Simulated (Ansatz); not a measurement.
C2H6ClNSi can be A, `C/C=N\[SiH2]Cl`, or B, `C=N[SiH](C)Cl`.

Gas-phase electronic energies from Ansatz, PBE0-D4/def2-TZVP geometries. CCSD(T)/CBS adds triple-zeta CCSD(T) − MP2 to the extrapolated MP2 energy (def2 sets, frozen cores). Functionals use def2-TZVPP. B3LYP here is the variant with VWN-RPA as its local correlation; programs differ in this. Each species was taken in one conformer, which may not be the lowest.

**Question.** Which is lower in electronic energy at CCSD(T)/CBS, and by how much? (An estimate is asked.)

**Answer.** Ansatz gave: B, by 8.3 kcal/mol.

**Question.** Give E(B) − E(A) in kcal/mol with ωB97M-V, HF/def2-TZVPP, B2PLYP, CCSD/def2-TZVPP, CCSD(T)/def2-TZVPP, PBE0-D4, B3LYP-D4. (Estimate.)

**Answer.** The calculation gave: ωB97M-V -8.4, HF/def2-TZVPP -7.1, B2PLYP -7.5, CCSD/def2-TZVPP -8.3, CCSD(T)/def2-TZVPP -8.3, PBE0-D4 -7.0, B3LYP-D4 -6.9. None reverses the order clearly.

Largest T1 diagnostic: 0.012.

In def2-TZVPP, CCSD(T) changes the Hartree–Fock value by −1.2 kcal/mol (the triples alone add −0.0 kcal/mol) and MP2 by −1.5 kcal/mol.
